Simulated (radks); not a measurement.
Values are calculated unless marked as measured or tabulated.
Task: Ionisation of neutral nickel, [Ar] 3d8 4s2, to [Ar] 3d9 as the strength of local exchange is varied. Code: a radial shooting solver on a logarithmic mesh with Libxc functionals. Model: scalar-relativistic Kohn-Sham, Slater X-alpha exchange (alpha = 2/3 is LDA exchange), no correlation, spin-unpolarised, spherical densities, point nucleus.

| alpha | E(Ni) (hartree) | exchange (hartree) | IE (eV) | -e of the level emptied (eV) | <r> of it (bohr) |
|---|---|---|---|---|---|
| 0.666 | -1515.57748 | -58.16180 | 5.903 | 4.859 (4s) | 2.843 |
| 0.667 | -1515.66487 | -58.25264 | 5.899 | 4.865 (4s) | 2.843 |
| 0.758 | -1523.63992 | -66.56276 | 5.540 | 5.441 (4s) | 2.777 |
| 0.863 | -1532.89593 | -76.25787 | 5.035 | 6.139 (4s) | 2.705 |
| 0.87 | -1533.51505 | -76.90825 | 4.997 | 6.186 (4s) | 2.700 |
| 0.993 | -1544.43567 | -88.41854 | 4.274 | 7.048 (4s) | 2.621 |
| x | -1522.05898 | -64.91218 | 5.617 | 5.325 (4s) | 2.789 |

Which alpha was used in the last row?

Result: alpha = 0.74. NIST Atomic Spectra Database: 7.640 eV (measured). The central value is not met in this range of alpha. Spin polarisation and multiplet splitting are left out, so open shells lie too high by an amount that depends on their filling.

Beside tabulated values, note that spin-unpolarised runs miss the spin-polarisation part of the exchange energy of open shells.
